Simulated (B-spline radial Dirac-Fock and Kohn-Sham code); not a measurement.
## The L3 (2p3/2) hole of tin ions: width and yield against charge

Model: one-electron (LDA, Dirac) transition rates at Dirac-Fock energies. Program: a radial atomic solver. Tabulated ground configurations, configuration averages; single configurations, so decays that open only by mixing (as 1s 2s² with 1s 2p² in Be-like ions) are missing and such tiny yields are far too low.

```
 ion      configuration  radiative (eV)  non-radiative (eV)   yield
  Sn  [Kr] 4d10 5s2 5p2           0.173                2.27  0.0711
 Sn⁺  [Kr] 4d10 5s2 5p1           0.174                2.27  0.0711
Sn²⁺      [Kr] 4d10 5s2           0.174                2.27  0.0712
Sn³⁺      [Kr] 4d10 5s1           0.174                2.27  0.0712
Sn⁴⁺          [Kr] 4d10           0.174                2.27  0.0711
Sn⁵⁺           [Kr] 4d9           0.173                2.27  0.0711
Sn⁶⁺           [Kr] 4d8           0.173                2.26  0.0710
Sn⁷⁺           [Kr] 4d7           0.172                2.25  0.0709
```

Values without a named source are computed, but for edge energies of neutral atoms, which are taken from tables.
